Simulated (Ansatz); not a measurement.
A single point on `C[O][Ti]1234([Cl])([N](C)C)[C@H]5[C@@H]1[C@@H]2[C@@H]3[C@H]54`.

```yaml
crystal:
  periodic: [false, false, false]
  atoms:
    - {symbol: C, position_ang: [2.604000, 1.255068, 1.141843]}
    - {symbol: O, position_ang: [1.249921, 1.011150, 0.975193]}
    - {symbol: Ti, position_ang: [-0.134885, -0.051830, 0.662962]}
    - {symbol: Cl, position_ang: [-1.364167, -0.076140, 2.584916]}
    - {symbol: N, position_ang: [-1.196893, 1.019630, -0.463897]}
    - {symbol: C, position_ang: [-0.785642, 2.254999, -1.078284]}
    - {symbol: C, position_ang: [-2.505232, 0.601756, -0.892397]}
    - {symbol: C, position_ang: [0.175237, -2.403184, 1.104235]}
    - {symbol: C, position_ang: [-0.764594, -2.258114, 0.056556]}
    - {symbol: C, position_ang: [-0.104958, -1.681918, -1.045302]}
    - {symbol: C, position_ang: [1.234605, -1.446370, -0.670199]}
    - {symbol: C, position_ang: [1.408367, -1.914576, 0.652524]}
    - {symbol: H, position_ang: [2.869522, 2.215360, 0.686820]}
    - {symbol: H, position_ang: [2.853288, 1.297655, 2.207069]}
    - {symbol: H, position_ang: [3.210015, 0.470935, 0.671533]}
    - {symbol: H, position_ang: [-1.508457, 3.053735, -0.861537]}
    - {symbol: H, position_ang: [0.187994, 2.565900, -0.702322]}
    - {symbol: H, position_ang: [-0.723445, 2.159683, -2.173170]}
    - {symbol: H, position_ang: [-3.249490, 1.375758, -0.661054]}
    - {symbol: H, position_ang: [-2.543104, 0.417393, -1.977275]}
    - {symbol: H, position_ang: [-2.818847, -0.307091, -0.376415]}
    - {symbol: H, position_ang: [-0.039507, -2.775013, 2.093499]}
    - {symbol: H, position_ang: [-1.808965, -2.527151, 0.109626]}
    - {symbol: H, position_ang: [-0.550666, -1.429074, -1.995116]}
    - {symbol: H, position_ang: [1.989951, -0.977874, -1.284310]}
    - {symbol: H, position_ang: [2.315942, -1.850669, 1.234492]}
basis:
  gaussian: {orbitals: def2-QZVPP}
correlation: {method: mp2}
```

```sh
$ ansatz run in.yaml --threads 11 --pin off --events-out ev --progress --plain --max-ram 110592MiB --backend cuda --devices 0, --max-vram 75GiB
```

Output, abridged:

```
Functional definition: HF
6950 factors; integrals over basis functions are off by at most 8.1e-4 eV
mean field evaluation 1: about -47569.7684 eV, gradient 7.5e1 eV
mean field evaluation 2: about -47570.1976 eV, gradient 7.5e1 eV
mean field evaluation 4: about -47582.6017 eV, gradient 1.8e1 eV
mean field evaluation 8: about -47583.3460 eV, gradient 1.2e0 eV
mean field evaluation 16: about -47583.3517 eV, gradient 7.5e-6 eV
mean field -47583.35172499 eV, -1748.6559227392 hartree, gradient 7.5e-6 eV, S^2 0.000000; 0 other end points of the search recorded, 0 dependent functions left out
20 core orbitals not correlated: weight in the atoms' cores, before any rotation towards them, 1.000 or more for the frozen orbitals, at most 0.000 for the correlated occupied ones
reference -47583.35172499 eV, -1748.6559227392 hartree; 38, 38 occupied and 1095, 1095 virtual orbitals, 6950 factors
second order -71.48319661 eV of doubles, -0.00000000 eV of singles
Total energy: -47654.83492160 eV, -1751.2828817615 hartree
```

It took 8 s on 11 threads of an AMD EPYC 7R13 on a shared host and a whole NVIDIA H100 80 GB, with 2.1 GiB of host memory at the peak.
